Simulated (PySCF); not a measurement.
How methods differ on the electron affinity of K

K⁻ [Ar] 4s2 (1S) → K [Ar] 4s1 (2S), as a difference of total energies. Computed with PySCF 2.14 in aug-cc-pwCVTZ-X2C with one added diffuse shell each of s, p, d, f type (10s9p7d4f, 100 functions), with scalar relativity by spin-free X2C-1e. Correlated levels: valence: [Ar] frozen. The calculations carry no spin-orbit coupling.

```csv
method,electron affinity (eV),error (eV)
UHF,-0.081,-0.582
MP2 (valence),0.302,-0.199
SCS-MP2 (valence),0.379,-0.122
CCSD (valence),0.493,-0.008
```

Reference: 0.501 eV (measured; photodetachment measurements, as compiled on the Wikipedia data page of electron affinities).

Errors of the correlated levels include the incompleteness of this basis and the frozen core.

A negative affinity means that the anion lies above the atom at that level of theory.

With two correlated electrons CCSD is exact in that space.

The coupled-cluster amplitudes are large for K⁻ (T1 above 0.03 or a double amplitude above 0.15), so a single reference is strained.
